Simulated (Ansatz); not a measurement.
A run for Ansatz (a quantum-chemistry and plane-wave program): R-B3LYP/def2-TZVPP on H2INSn (SMILES [NH2][Sn][I]), a point of a torsion scan. Elements past Kr take the def2 small-core potentials; no spin–orbit coupling.

Ansatz 0.2 input:
```yaml
crystal:
  periodic: [false, false, false]
  atoms:
    - {symbol: N, position_ang: [-0.82324211, -0.02894940, 0.13994566]}
    - {symbol: Sn, position_ang: [0.76070023, 1.09430348, -0.59531671]}
    - {symbol: I, position_ang: [2.75901395, -0.28150522, 0.63380382]}
    - {symbol: H, position_ang: [-0.96295516, -1.02109892, 0.00096568]}
    - {symbol: H, position_ang: [-1.75282226, 0.37429332, 0.10042055]}
basis:
  gaussian:
    orbitals: def2-TZVPP
hamiltonian:
  xc: {name: B3LYP}
scf: {lower_state_search: off}
```

The head of its log:

```
WARN ansatz: RAYON_NUM_THREADS=1 ignored (pool sized by the plan → 1); use --threads N
Functional definition: B3LYP
these checks for a lower state are left out or cut short: stability, starts, cluster_reference, orbital_swaps, neighbouring_geometries, increment
integrals: 0.07 GiB planned
1116 factors; their error is unknown
mean field: 0.68 GiB planned
mean field evaluation 1: about -15452.2697 eV, gradient 7.0e1 eV
mean field evaluation 2: about -15390.5222 eV, gradient 1.4e2 eV
```

### Question
What total energy does the run end on?

### Answer
-568.2341 hartree.
